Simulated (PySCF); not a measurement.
A calculated (PBE, PySCF 2.14, ANO-RCC-VTZP, the spin-free X2C one-electron Hamiltonian (Gaussian nucleus)) atom or ion has these occupied shells.

```csv
shell,electrons,orbital energy (eV),"rms radius, mean of both spins (bohr)"
1s β,1,-87745.3,0.0181
1s α,1,-87745.3,0.0181
2s β,1,-15696.4,0.0731
2s α,1,-15696.4,0.0731
2p α,3,-13538.4,0.0673
2p β,3,-13538.4,0.0673
3s α,1,-3771.3,0.186
3s β,1,-3771.3,0.186
3p α,3,-3148.6,0.189
3p β,3,-3148.6,0.189
3d α,5,-2480.9,0.173
3d β,5,-2480.9,0.173
4s α,1,-855.15,0.409
4s β,1,-855.15,0.409
4p α,3,-649.62,0.436
4p β,3,-649.62,0.436
4d α,5,-402.95,0.463
4d β,5,-402.94,0.463
5s α,1,-145.15,0.906
5s β,1,-145.12,0.906
4f α,7,-134.70,0.497
4f β,7,-134.69,0.497
5p β,3,-87.894,1.04
5p α,3,-87.894,1.04
5d α,5,-22.660,1.40
5d β,5,-22.617,1.40
6s β,1,-12.516,2.41
6p α,3,-4.725,3.46
```

(1) Name the element and its charge.

## Answers

(1) Pb (lead, neutral), in [Xe] 4f14 5d10 6s1 6p3, 6s spin antiparallel (an excited configuration).
